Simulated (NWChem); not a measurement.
A series in which one site is exchanged, each optimised at PBE0/def2-SVP with NWChem, gas phase unless a solvent is named. All stand in one matching conformer (torsions within 35°), which need not be the lowest. For some, no frequency run checked for a minimum. def2 effective core potentials on In; no spin-orbit coupling.

A: [F][Ga]([F])[AsH2] (GaAsH2F2; site = Ga)
B: B(F)(F)[AsH2] (BAsH2F2; site = B)
C: [F][In]([F])[AsH2] (InAsH₂F₂; site = In)
D: [AsH2][Al]([F])[F] (AlAsH₂F₂; site = Al)

Values for A:

- dipole (D), PBE0/def2-SVP: 3.17
- orbital gap (eV), PBE0/def2-SVP: 7.06
- static polarisability, B3LYP/def2-SVPD (bohr³): 60.1
- lowest singlet excitation, B3LYP/def2-SVPD, TDA (eV): 5.85

How do these values change for the other members?


```json
[
 {"change from A": "dipole (D), PBE0/def2-SVP", "B": "-2.28", "C": "+1.04", "D": "-1.39"},
 {"change from A": "orbital gap (eV), PBE0/def2-SVP", "B": "+0.40", "C": "-0.83", "D": "+0.10"},
 {"change from A": "static polarisability, B3LYP/def2-SVPD (bohr³)", "B": "-12.8", "C": "+9.0", "D": "-2.7"},
 {"change from A": "lowest singlet excitation, B3LYP/def2-SVPD, TDA (eV)", "B": "+0.28", "C": "-0.48", "D": "-0.11"}
]
```
